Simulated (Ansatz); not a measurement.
F₂H₂O₃W (`[O]=[W]([OH])([OH])([F])[F]`), 8 atoms. The species carries charge 0 and has multiplicity 1. Correlated methods include outer-core shells of W, which these sets cover unevenly. W takes the def2 core potential. All runs use 4 threads of a server CPU on a shared host. Correlated methods freeze the cores.

Give the basis size and wall time and peak host memory of each of these runs in Ansatz. RKS ωB97M-V/def2-SVP energy; RHF-CCSD(T)/def2-SVP energy; RKS ωB97M-V/def2-QZVPP energy; RKS r2SCANh-D4/def2-TZVPP energy; direct RPA on PBE orbitals/def2-TZVPP energy; RKS PBE0-D4/def2-TZVP relaxation (8 steps); RHF-MP2/def2-QZVPP energy; RHF-CCSD(T)/def2-TZVPP energy; RKS PBE0-D4/def2-SVP energy; RKS CAM-B3LYP-D4/def2-TZVPP energy; RKS B97M-V/def2-TZVPP energy; RKS ωB97M-V/def2-TZVPP energy and forces. (Best estimate.)

Ansatz gave: Other jobs shared the machine, so times are rough.

```json
{"level": "RKS PBE0-D4/def2-SVP", "job": "energy", "functions": "112", "wall time": "1.4 s", "peak host memory (GiB)": "0.26"}
{"level": "RKS CAM-B3LYP-D4/def2-TZVPP", "job": "energy", "functions": "239", "wall time": "4.3 s", "peak host memory (GiB)": "0.65"}
{"level": "RKS r2SCANh-D4/def2-TZVPP", "job": "energy", "functions": "239", "wall time": "6.5 s", "peak host memory (GiB)": "0.6"}
{"level": "RKS ωB97M-V/def2-SVP", "job": "energy", "functions": "112", "wall time": "6.5 s", "peak host memory (GiB)": "0.38"}
{"level": "direct RPA on PBE orbitals/def2-TZVPP", "job": "energy", "functions": "239", "wall time": "9 s", "peak host memory (GiB)": "0.67"}
{"level": "RKS B97M-V/def2-TZVPP", "job": "energy", "functions": "239", "wall time": "11 s", "peak host memory (GiB)": "0.41"}
{"level": "RKS ωB97M-V/def2-TZVPP", "job": "energy and forces", "functions": "239", "wall time": "17 s", "peak host memory (GiB)": "0.84"}
{"level": "RKS ωB97M-V/def2-QZVPP", "job": "energy", "functions": "426", "wall time": "21 s", "peak host memory (GiB)": "1.7"}
{"level": "RHF-CCSD(T)/def2-SVP", "job": "energy", "functions": "112", "wall time": "21 s", "peak host memory (GiB)": "0.75"}
{"level": "RHF-MP2/def2-QZVPP", "job": "energy", "functions": "426", "wall time": "26 s", "peak host memory (GiB)": "2.2"}
{"level": "RKS PBE0-D4/def2-TZVP", "job": "relaxation (8 steps)", "functions": "207", "wall time": "34 s", "peak host memory (GiB)": "0.55"}
{"level": "RHF-CCSD(T)/def2-TZVPP", "job": "energy", "functions": "239", "wall time": "8.2 min", "peak host memory (GiB)": "6"}
```
